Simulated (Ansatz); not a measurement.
`F[SiH]1CS1` + `[CH3][GeH2][Cl]` → `C[SiH]1CS1` + `[F][GeH2][Cl]` at 400 K and 1 bar (redistribution).

Computed with Ansatz on PBE0-D4/def2-TZVP structures; ΔE is electronic, products minus reactants. CCSD(T)/CBS is the MP2 limit (def2-TZVPP, def2-QZVPP) plus CCSD(T) − MP2 in def2-TZVPP, frozen cores. For Ge outer-core shells are correlated without core-valence functions, which leaves a few kJ/mol of doubt a bond. Scalar relativity is left out up to krypton.

| species | CCSD(T)/CBS energy (Eh) | H − E (kJ/mol) | S (J/(mol·K)) |
| --- | --- | --- | --- |
| `F[SiH]1CS1` | -826.56648 | 128.6 | 322.6 |
| `[CH3][GeH2][Cl]` | -2576.99593 | 166.6 | 339.0 |
| `C[SiH]1CS1` | -766.58382 | 222.1 | 346.8 |
| `[F][GeH2][Cl]` | -2636.95386 | 72.2 | 315.0 |

H − E and S are ideal-gas, rigid-rotor, harmonic terms from PBE0-D4/def2-TZVP, for one conformer and one mirror image of each species. 1 Eh = 2625.50 kJ/mol, R = 8.31446 J/(mol·K).

Question: By hand: ΔE, ΔH, ΔS and ΔG.

Answer: ΔE = (-766.58382) + (-2636.95386) − (-826.56648) − (-2576.99593) = 0.02473 Eh = 64.9 kJ/mol. Δ(H − E) = 222.1 + 72.2 − 128.6 − 166.6 = -0.9, so ΔH = 64.0 kJ/mol. ΔS = 346.8 + 315.0 − 322.6 − 339.0 = 0.2 J/(mol·K). ΔG = 64.0 − 400 × (0.2)/1000 = 63.9 kJ/mol.

Question: By hand: the equilibrium constant, and the temperature at which ΔG would vanish if ΔH and ΔS stayed fixed.

Answer: log₁₀ K = −ΔG/(RT ln 10) = -8.3. ΔG = 0 at ΔH/ΔS = 320000 K, far beyond where these terms or the molecules hold.

The number of gas molecules stays the same, so ΔS is small and ΔH decides. A doubt of 5 kJ/mol in ΔE shifts log₁₀ K by 0.7 here. Other conformers and mirror images would add mixing entropy, several J/(mol·K) or more a flexible species. These are equilibria of isolated gas molecules and say nothing of rates. Largest T1 diagnostic: 0.012 (customary marks: 0.02 for closed shells, 0.045 for open ones).
